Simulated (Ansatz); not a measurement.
`[OH][GeH2][F]` → `[GeH2]` + `OF` at 298.15 K and 1 bar (germylene formation by 1,1-elimination).

Computed with Ansatz on PBE0-D4/def2-TZVP structures; ΔE is electronic, products minus reactants. CCSD(T)/CBS is the MP2 limit (def2-TZVPP, def2-QZVPP) plus CCSD(T) − MP2 in def2-TZVPP, frozen cores. This one scheme is used for every species. For Ge outer-core shells are correlated without core-valence functions, which leaves a few kJ/mol of doubt a bond. Scalar relativity is left out up to krypton. One conformer a species, not always the lowest.

| species | CCSD(T)/CBS energy (Eh) | H − E (kJ/mol) | S (J/(mol·K)) |
| --- | --- | --- | --- |
| `[OH][GeH2][F]` | -2252.93819 | 98.4 | 291.4 |
| `[GeH2]` | -2077.24753 | 38.7 | 220.4 |
| `OF` | -175.42775 | 47.4 | 226.1 |

H − E and S are ideal-gas, rigid-rotor, harmonic terms from PBE0-D4/def2-TZVP, for one conformer and one mirror image of each species. 1 Eh = 2625.50 kJ/mol, R = 8.31446 J/(mol·K).

Task: By hand: ΔE, ΔH, ΔS and ΔG.

Result: ΔE = (-2077.24753) + (-175.42775) − (-2252.93819) = 0.26291 Eh = 690.3 kJ/mol. Δ(H − E) = 38.7 + 47.4 − 98.4 = -12.3, so ΔH = 678.0 kJ/mol. ΔS = 220.4 + 226.1 − 291.4 = 155.1 J/(mol·K). ΔG = 678.0 − 298.15 × (155.1)/1000 = 631.8 kJ/mol.

Task: By hand: the equilibrium constant, and the temperature at which ΔG would vanish if ΔH and ΔS stayed fixed.

Result: log₁₀ K = −ΔG/(RT ln 10) = -110.7. ΔG = 0 at ΔH/ΔS = 4371 K, far beyond where these terms or the molecules hold.

The number of gas molecules changes by +1, which sets the sign of ΔS. A doubt of 5 kJ/mol in ΔE shifts log₁₀ K by 0.9 here. Other conformers and mirror images would add mixing entropy, several J/(mol·K) or more a flexible species. These are equilibria of isolated gas molecules and say nothing of rates. Largest T1 diagnostic: 0.012 (customary marks: 0.02 for closed shells, 0.045 for open ones).
